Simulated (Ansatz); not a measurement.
System: CTa, net charge 0, quartet state. The spin state was set by rule; other spins were not relaxed. SMILES: [Ta][C]
Structure (B3LYP-D3(BJ)/def2-TZVP (Ansatz, a quantum-chemistry and plane-wave program) minimum search):
```
C
Ta 1 1.7765
```
Charge 0, spin multiplicity 4.

Give the harmonic wavenumbers at B3LYP-D3(BJ)/def2-TZVP (Ansatz, finite differences of forces, unscaled).

987 cm⁻¹. Zero-point energy 1.4 kcal/mol.

From these and the geometry, give the ideal-gas thermochemistry at 298.15 K and 1 atm (rigid rotor, harmonic oscillator).

Point group C∞v, rotational symmetry number 1. Rotational constants 14.22, 14.22 GHz. S(trans) 41.68, S(rot) 14.07, S(vib) 0.10, S(elec, spin only) 2.75, S 58.6 cal/(mol K). H(298) - H(0) 2.10 kcal/mol; G - E(el) -14.0 kcal/mol.
